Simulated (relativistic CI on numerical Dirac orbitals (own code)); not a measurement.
**Spin-allowed bands of a d2 ion in an octahedral site, by hand**

Problem. Take Δ = 10650 cm⁻¹ and B = 800 cm⁻¹ for a d2 ion in an octahedral site. Calculate the three spin-allowed bands.

Working.
1. The terms of highest spin are 3F (energy 0) and 3P (15B = 12000 cm⁻¹). Here the F term splits into A2 at +1.2Δ = 12780, T2 at +0.2Δ = 2130 and T1 at −0.6Δ = -6390 cm⁻¹.
2. The two T1 states mix through the element 0.4Δ: H = [[-6390, 4260], [4260, 12000]], with roots ½(H₁₁ + H₂₂) ∓ ½√[(H₂₂ − H₁₁)² + 4H₁₂²] = ½(5610) ∓ ½(20268) = -7329 and 12939 cm⁻¹.
3. The ground term is 3T1 at -7329 cm⁻¹.
4. Bands: 3T2 9459 cm⁻¹ (1057 nm), 3A2 20109 cm⁻¹ (497 nm), 3T1(P) 20268 cm⁻¹ (493 nm).

Check. Exact diagonalisation of the whole d2 shell with these parameters gives 3T2 9459, 3A2 20109, 3T1 20268 cm⁻¹. The match is exact, since without spin-orbit coupling no other term has this spin. The ratio of the second band to the first, 2.126, depends on Δ/B = 13.3 alone, which is how a Tanabe-Sugano diagram is read.
